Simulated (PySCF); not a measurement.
PySCF input file for C2H7OSi, SMILES C[Si](C)O, multiplicity 2, PBE-D3(BJ)/def2-SVP. The structure is a stationary point at PBE-D3(BJ)/def2-SVP. The isomer is the one that the SMILES or the coordinates give; other isomers of the formula were not compared. One conformer was computed; it need not be the lowest.

```python
import numpy as np
from pyscf import gto, scf, dft, df
from pyscf.hessian import thermo

mol = gto.M(
    atom='''
    C     1.53214878   -0.86774925   -0.06123258
    Si   -0.00342157    0.12239557    0.41407418
    C    -1.57319375   -0.83206114   -0.07673471
    O     0.12964789    1.57803303   -0.45388002
    H     2.46105482   -0.32376185    0.20065030
    H     1.54274401   -1.84698604    0.45837631
    H     1.53775717   -1.05322352   -1.15752061
    H    -1.56248216   -1.04779080   -1.16785844
    H    -2.49995294   -0.26943563    0.15556123
    H    -1.61967502   -1.79743892    0.46817290
    H    -0.60245721    2.19969670   -0.29557629
    ''',
    basis='def2-SVP',
    charge=0,
    spin=1,
    max_memory=1600,
    verbose=3,
)
mf = dft.UKS(mol, xc='pbe').density_fit(auxbasis='def2-universal-jkfit')
mf.disp = 'd3bj'
mf.grids.level = 3
mf.conv_tol = 1e-11
mf.max_cycle = 100
mf.kernel()
fine, coarse = mf.grids, dft.Grids(mol).set(level=1).build(with_non0tab=True)
for _ in range(3):  # follow internal instabilities
    mf.grids = coarse
    mo, _, stable, _ = mf.stability(return_status=True, nroots=4)
    mf.grids = fine
    if stable:
        break
    mf.kernel(mf.make_rdm1(mo, mf.mo_occ))

# [left out here: the lines that compute and print the analytic Hessian (its translational invariance restored by hand, since the grid's response is missing), thermochemistry and intensities]
```

Program output:

```

WARN: HOMO -0.172874226572106 >= LUMO -0.172874226572105

converged SCF energy = -444.602073100078  <S^2> = 0.75131267  2S+1 = 2.0013122
<class 'pyscf.df.df_jk.DFUKS'> wavefunction is stable in the internal stability analysis

WARN: DFTD3 does not support analytical Hessian, using finite difference


WARN: Mole.unit (angstrom) is changed to Bohr

Mode                                 0                   1                   2
Irrep
Freq [cm^-1]                      120.6445            145.2961            186.9731
Reduced mass [au]                   1.0305              1.0451              2.2440
Force const [Dyne/A]                0.0088              0.0130              0.0462
Char temp [K]                     173.5806            209.0487            269.0127
Normal mode                   x     y     z       x     y     z       x     y     z
       0   C                -0.00 -0.01  0.01    0.00  0.01 -0.03    0.10  0.07  0.01
       1  Si                -0.00 -0.01  0.00    0.00 -0.01  0.00    0.01 -0.06  0.01
       2   C                -0.00  0.01 -0.03    0.00 -0.00 -0.01   -0.08  0.11 -0.00
       3   O                 0.01  0.01  0.02   -0.01  0.01  0.03   -0.03 -0.07 -0.01
       4   H                -0.02  0.25 -0.46   -0.00  0.09 -0.19    0.02  0.18  0.07
       5   H                 0.29  0.22  0.42    0.11  0.07  0.08    0.21  0.05 -0.03
       6   H                -0.25 -0.47  0.08   -0.10 -0.12 -0.01    0.17  0.13 -0.00
       7   H                -0.07  0.18 -0.06    0.25 -0.45  0.08   -0.15  0.17 -0.02
       8   H                -0.01 -0.07  0.12    0.03  0.24 -0.49    0.02  0.26  0.04
       9   H                 0.08 -0.07 -0.17   -0.30  0.23  0.37   -0.25  0.09 -0.05
      10   H                -0.02 -0.02 -0.03   -0.02 -0.01  0.03   -0.15 -0.17 -0.16
Mode                                 3                   4                   5
Irrep
Freq [cm^-1]                      222.7608            249.5103            283.8570
[...]
       6   H                 0.03 -0.05 -0.02    0.41 -0.11 -0.05   -0.25  0.21 -0.00
       7   H                -0.08 -0.04 -0.04    0.39  0.08  0.05   -0.24 -0.21  0.00
       8   H                -0.17 -0.10 -0.08   -0.24 -0.24 -0.18    0.04 -0.03  0.15
       9   H                -0.20 -0.12 -0.09    0.25  0.02 -0.02    0.31  0.19  0.21
      10   H                 0.01  0.07 -0.02   -0.01  0.00 -0.02   -0.04 -0.04  0.08
Mode                                 9                  10                  11
Irrep
Freq [cm^-1]                      714.4769            744.2532            807.9808
Reduced mass [au]                   1.7434              1.8026              1.4892
Force const [Dyne/A]                0.5244              0.5883              0.5728
Char temp [K]                    1027.9732           1070.8147           1162.5045
Normal mode                   x     y     z       x     y     z       x     y     z
       0   C                 0.10  0.00 -0.06    0.01 -0.05  0.03    0.07  0.05  0.05
       1  Si                -0.08  0.02  0.00   -0.05 -0.03 -0.01   -0.02  0.00 -0.06
       2   C                 0.07  0.01  0.01    0.07 -0.05  0.08   -0.03  0.04  0.07
       3   O                -0.02 -0.05  0.04    0.02  0.10 -0.04    0.02 -0.04  0.03
       4   H                 0.23 -0.24 -0.03   -0.03  0.07 -0.07    0.31 -0.26 -0.19
       5   H                -0.19  0.06  0.08    0.22 -0.13 -0.13   -0.17 -0.01 -0.07
       6   H                 0.14 -0.22 -0.02   -0.10  0.13 -0.00   -0.30  0.05  0.04
       7   H                -0.05  0.04  0.00    0.19  0.28  0.01    0.34  0.14  0.05
       8   H                 0.18  0.16  0.08    0.22  0.26 -0.03   -0.20 -0.15 -0.17
       9   H                -0.05  0.03  0.02   -0.35 -0.15 -0.17    0.06 -0.06 -0.10
      10   H                 0.22  0.31 -0.32   -0.05  0.02 -0.03   -0.09 -0.20  0.16
Mode                                12                  13                  14
Irrep
Freq [cm^-1]                      833.1660            869.3768           1193.5799
Reduced mass [au]                   1.9750              2.0191              1.2539
Force const [Dyne/A]                0.8078              0.8992              1.0525
Char temp [K]                    1198.7403           1250.8397           1717.2957
Normal mode                   x     y     z       x     y     z       x     y     z
       0   C                -0.03 -0.04  0.05   -0.00  0.04  0.03   -0.05  0.03  0.02
       1  Si                 0.05  0.05 -0.05    0.02 -0.10  0.02    0.01  0.00 -0.00
       2   C                -0.03 -0.02  0.02   -0.03  0.05  0.00   -0.09 -0.06 -0.04
       3   O                -0.05 -0.07  0.08   -0.03  0.09 -0.04   -0.00 -0.00  0.00
       4   H                -0.11  0.15 -0.05    0.06 -0.06 -0.04    0.12 -0.18 -0.11
       5   H                 0.25 -0.12 -0.12   -0.12  0.02  0.00    0.20 -0.05 -0.13
       6   H                -0.13  0.20  0.01   -0.16  0.04  0.03    0.20 -0.11  0.04
       7   H                 0.05  0.05  0.00    0.11 -0.05  0.03    0.38  0.21 -0.07
       8   H                -0.05 -0.02 -0.07   -0.15 -0.15 -0.05    0.23  0.35  0.18
       9   H                -0.09 -0.07 -0.08    0.20  0.05  0.03    0.38  0.09  0.25
      10   H                 0.21  0.31 -0.34    0.18  0.41 -0.33    0.00  0.00 -0.01
Mode                                15                  16                  17
Irrep
Freq [cm^-1]                     1203.5709           1367.3332           1372.8531
Reduced mass [au]                   1.2368              1.0522              1.0535
Force const [Dyne/A]                1.0556              1.1590              1.1698
Char temp [K]                    1731.6706           1967.2881           1975.2300
Normal mode                   x     y     z       x     y     z       x     y     z
       0   C                -0.09  0.06  0.03    0.03  0.03  0.01   -0.02  0.00 -0.04
       1  Si                 0.00 -0.01  0.00    0.00 -0.00  0.00    0.00 -0.00 -0.00
       2   C                 0.05  0.03  0.02    0.02 -0.04 -0.00   -0.00 -0.02  0.04
       3   O                -0.00  0.00 -0.00   -0.00  0.00  0.00   -0.00  0.00 -0.00
       4   H                 0.22 -0.35 -0.18   -0.11  0.16  0.19    0.06 -0.31  0.35
       5   H                 0.38 -0.09 -0.24   -0.06 -0.18 -0.38    0.35  0.17  0.27
       6   H                 0.37 -0.23  0.07   -0.17 -0.44  0.08   -0.21  0.11 -0.05
       7   H                -0.20 -0.13  0.04   -0.20  0.44 -0.10   -0.30  0.14 -0.01
       8   H                -0.12 -0.19 -0.09   -0.10 -0.13 -0.23    0.01  0.20 -0.45
       9   H                -0.20 -0.05 -0.14   -0.03  0.17  0.34    0.30 -0.07 -0.05
      10   H                 0.01  0.01 -0.01    0.00  0.01 -0.01    0.00  0.00  0.00
Mode                                18                  19                  20
Irrep
Freq [cm^-1]                     1376.1029           1386.9059           2955.4040
Reduced mass [au]                   1.0485              1.0474              1.0365
Force const [Dyne/A]                1.1698              1.1870              5.3342
Char temp [K]                    1979.9057           1995.4487           4252.1684
Normal mode                   x     y     z       x     y     z       x     y     z
       0   C                -0.02 -0.03  0.00   -0.00  0.02 -0.04    0.00 -0.00 -0.00
       1  Si                -0.00 -0.01 -0.00    0.00  0.00 -0.01   -0.00 -0.00  0.00
       2   C                 0.03 -0.03 -0.02    0.01  0.01 -0.04    0.03  0.03  0.03
       3   O                 0.00  0.00  0.00   -0.00  0.00  0.00    0.00  0.00 -0.00
       4   H                 0.11 -0.09 -0.28    0.01 -0.24  0.44   -0.03 -0.02 -0.01
       5   H                -0.02  0.14  0.31    0.33  0.09  0.11    0.00  0.03 -0.02
       6   H                 0.23  0.41 -0.07   -0.30 -0.07 -0.01    0.00  0.01  0.05
       7   H                -0.08  0.42 -0.10    0.28 -0.02 -0.02    0.02 -0.13 -0.70
       8   H                -0.13 -0.25 -0.05   -0.04 -0.25  0.42   -0.38  0.25  0.11
       9   H                -0.18  0.22  0.40   -0.34  0.12  0.14   -0.01 -0.42  0.25
      10   H                 0.00  0.01  0.00    0.01  0.01 -0.00   -0.00  0.00  0.00
Mode                                21                  22                  23
Irrep
Freq [cm^-1]                     2963.0745           3055.0098           3061.9146
Reduced mass [au]                   1.0372              1.1001              1.0991
Force const [Dyne/A]                5.3655              6.0496              6.0711
Char temp [K]                    4263.2044           4395.4790           4405.4134
Normal mode                   x     y     z       x     y     z       x     y     z
       0   C                 0.03 -0.03 -0.03    0.00 -0.00  0.01   -0.03  0.02 -0.08
       1  Si                -0.00  0.00 -0.00   -0.00 -0.00 -0.00    0.00 -0.00 -0.00
       2   C                -0.00 -0.00 -0.00    0.03  0.01 -0.08    0.00 -0.00 -0.01
       3   O                -0.00 -0.00  0.00   -0.00 -0.00  0.00    0.00 -0.00  0.00
       4   H                -0.37 -0.23 -0.12   -0.02 -0.01 -0.00    0.36  0.22  0.09
       5   H                 0.00  0.42 -0.24    0.00  0.04 -0.02   -0.00 -0.51  0.26
       6   H                 0.01  0.11  0.71   -0.00 -0.01 -0.05   -0.01  0.11  0.62
       7   H                -0.00  0.01  0.05   -0.00  0.13  0.63    0.00  0.01  0.05
       8   H                 0.03 -0.02 -0.01   -0.37  0.23  0.08   -0.05  0.03  0.01
       9   H                 0.00  0.03 -0.02   -0.01 -0.47  0.25   -0.00 -0.01  0.01
      10   H                 0.00 -0.00  0.00   -0.00  0.00 -0.00   -0.00  0.00  0.00
Mode                                24                  25                  26
Irrep
Freq [cm^-1]                     3074.8051           3087.6166           3757.1661
Reduced mass [au]                   1.1019              1.1025              1.0667
Force const [Dyne/A]                6.1382              6.1928              8.8721
Char temp [K]                    4423.9600           4442.3929           5405.7255
Normal mode                   x     y     z       x     y     z       x     y     z
       0   C                -0.00  0.00 -0.00    0.05  0.07 -0.00   -0.00 -0.00  0.00
       1  Si                -0.00  0.00 -0.00    0.00  0.00 -0.00    0.00  0.00 -0.00
       2   C                -0.05  0.07 -0.01    0.00  0.00 -0.00   -0.00  0.00 -0.00
       3   O                -0.00 -0.00  0.00    0.00 -0.00  0.00    0.04 -0.04 -0.01
       4   H                 0.02  0.01  0.00   -0.61 -0.35 -0.18    0.00  0.00 -0.00
       5   H                 0.00 -0.02  0.01    0.01 -0.53  0.29    0.00  0.00 -0.00
       6   H                 0.00  0.00  0.02    0.01  0.01 -0.05   -0.00  0.00  0.00
       7   H                -0.01  0.01 -0.03   -0.00  0.00  0.01    0.00  0.00  0.00
       8   H                 0.59 -0.35 -0.15   -0.00  0.00  0.00    0.00 -0.00 -0.00
       9   H                -0.03 -0.54  0.31   -0.00 -0.01  0.01    0.00  0.00  0.00
      10   H                -0.00 -0.00 -0.00   -0.00  0.00  0.00   -0.72  0.63  0.15
temperature 298.1500 [K]
pressure 101325.00 [Pa]
Rotational constants [GHz] 6.12028 5.52760 3.29327
Symmetry number 1
Zero-point energy (ZPE) 0.08423 [Eh]   221135.500 [J/mol]
                           tot       elec      trans        rot        vib
Entropy [J/mol/K]       340.439      5.763    162.619    106.568     65.488
Cv [J/mol/K]            100.185      0.000     12.472     12.472     75.242
Cp [J/mol/K]            108.500      0.000     20.786     12.472     75.242
Internal energy [J/mol]                      3718.434   3718.434 232346.414
Internal energy [Eh]   -444.51074  -444.60207
Enthalpy [J/mol]                             6197.391   3718.434 232346.414
Enthalpy [Eh]          -444.50980
Gibbs free energy [J/mol]                  -42287.495 -28054.858 212821.129
Gibbs free energy [Eh] -444.54846
mode   freq/cm-1   IR/(km/mol)
   1      120.64         0.570
   2      145.30         0.112
   3      186.97         3.910
   4      222.76         6.009
   5      249.51         9.325
   6      283.86        89.102
   7      605.40         4.039
   8      649.24         4.045
   9      682.70         2.978
  10      714.48        80.760
  11      744.25        33.635
  12      807.98        43.519
  13      833.17       212.997
  14      869.38        33.218
  15     1193.58        15.255
  16     1203.57        11.883
  17     1367.33         4.072
  18     1372.85         3.186
  19     1376.10         4.323
  20     1386.91         9.771
  21     2955.40         6.638
  22     2963.07         4.836
  23     3055.01         4.249
  24     3061.91         4.197
  25     3074.81         4.302
  26     3087.62         2.549
  27     3757.17        70.252
max |gradient| / (hartree/bohr): 3.498992538146047e-05
APT charges: [-0.3024  1.0024 -0.3088 -0.7438  0.0284  0.0282 -0.0102 -0.0123  0.0173
  0.0222  0.2789]
```

Self-consistency was reached.

Cost: very roughly 5 core-minutes.
